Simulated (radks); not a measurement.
Q: The mean radii <r> (bohr) of the occupied orbitals of an atom or ion are listed with their occupations. Method: Dirac Kohn-Sham, PBE, spin-unpolarised, spherical densities, point nucleus; computed with a radial shooting solver on a logarithmic mesh with Libxc functionals.

orbital  occ.      <r>
1s1/2       2  0.01803
2s1/2       2  0.07557
2p1/2       2  0.06246
2p3/2       4  0.07054
3s1/2       2   0.1969
3p1/2       2   0.1870
3p3/2       4   0.2019
3d3/2       4   0.1765
3d5/2       6   0.1811
4s1/2       2   0.4404
4p1/2       2   0.4450
4p3/2       4   0.4784
4d3/2       4   0.4934
4d5/2       6   0.5047
5s1/2       2    1.029
5p1/2       2    1.121
4f5/2       6   0.5741
5p3/2       4    1.212
4f7/2       8   0.5826
5d3/2     1.2    1.576
5d5/2     1.8    1.614

Name the element and its charge. Open shells, if any, are shared by 2j + 1.

A: Z = 75, rhenium, charge +4: Re4+ in [Xe] 4f14 5d3. The 1s radius gives Z: for a bare nucleus <r> = (2 gamma + 1)/(2Z) with gamma = sqrt(1 - (Z/c)^2), 0.01783 bohr for Z = 75, and screening makes it slightly larger (0.01803 here). The occupations add up to 71, and the charge is Z minus that.
